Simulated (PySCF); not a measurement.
Polarisability and C₆ of Sc(2+) (scandium, charge +2)

[Ar] 4s1, 2S determinant (an excited configuration). All numbers are calculated (PySCF 2.14, the non-relativistic Hamiltonian (point nucleus), in aug-cc-pVTZ with one added diffuse shell each of s, p, d, f, g type (9s8p6d4f3g, 118 functions)). Coupled (time-dependent) response in atomic units; α is the mean over directions.

```tsv
method	mean α (bohr³)	C₆ (like pair)	S(−4)
M06	28.45	127.6	804.3
r2SCAN0	37.81	195.5	1357
```

S(−4) is the Cauchy moment in α(ω) = α(0) + S(−4) ω² + …

α(iu) at r2SCAN0:

```csv
u (hartree),α(iu) (bohr³)
0,37.81
0.0500,34.72
0.100,28.00
0.200,16.34
0.300,10.26
0.500,5.472
0.750,3.449
1.00,2.530
1.50,1.602
2.00,1.108
3.00,0.6087
5.00,0.2580
```

For an ion, C₆ is the dispersion term alone; charge-induced terms of lower order in 1/R come first.
